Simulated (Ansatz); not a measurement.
`[F][Ga]([F])[O][SiH3]` + H₂ → `[F][GaH][F]` + silanol at 600 K and 1 bar (hydrogenolysis of a Ga–O bond).

Isolated molecules relaxed with PBE0-D4/def2-TZVP in Ansatz; ΔE leaves out vibrations. CBS: MP2 limit from def2 TZ/QZ plus the TZ coupled-cluster correction, frozen cores. This one scheme is used for every species. For Ga outer-core shells are correlated without core-valence functions, which leaves a few kJ/mol of doubt a bond. Scalar relativity is left out up to krypton. One conformer a species, not always the lowest.

```
                species  CCSD(T)/CBS energy (Eh)  H − E (kJ/mol)  S (J/(mol·K))
`[F][Ga]([F])[O][SiH3]`              -2489.72997           149.4          474.8
                     H₂                 -1.17544            43.9          150.8
          `[F][GaH][F]`              -2124.20216            61.3          323.0
              `O[SiH3]`               -366.69042           135.7          307.9
```

H − E and S are ideal-gas, rigid-rotor, harmonic terms from PBE0-D4/def2-TZVP, for one conformer and one mirror image of each species. The MP2-based limit puts H₂ 0.8 mEh under its directly extrapolated value; such offsets cancel only in part. 1 Eh = 2625.50 kJ/mol, R = 8.31446 J/(mol·K).

Question: By hand: ΔE, ΔH, ΔS and ΔG.

Answer: ΔE = (-2124.20216) + (-366.69042) − (-2489.72997) − (-1.17544) = 0.01283 Eh = 33.7 kJ/mol. Δ(H − E) = 61.3 + 135.7 − 149.4 − 43.9 = 3.7, so ΔH = 37.4 kJ/mol. ΔS = 323.0 + 307.9 − 474.8 − 150.8 = 5.3 J/(mol·K). ΔG = 37.4 − 600 × (5.3)/1000 = 34.2 kJ/mol.

Question: By hand: the equilibrium constant, and the temperature at which ΔG would vanish if ΔH and ΔS stayed fixed.

Answer: log₁₀ K = −ΔG/(RT ln 10) = -3.0. ΔG = 0 at ΔH/ΔS = 7057 K, far beyond where these terms or the molecules hold.

The number of gas molecules stays the same, so ΔS is small and ΔH decides. A doubt of 5 kJ/mol in ΔE shifts log₁₀ K by 0.4 here. Other conformers and mirror images would add mixing entropy, several J/(mol·K) or more a flexible species. Modes under 60 cm⁻¹, often nearly free rotors, make the harmonic entropy too high. These are equilibria of isolated gas molecules and say nothing of rates. Largest T1 diagnostic: 0.015 (customary marks: 0.02 for closed shells, 0.045 for open ones).
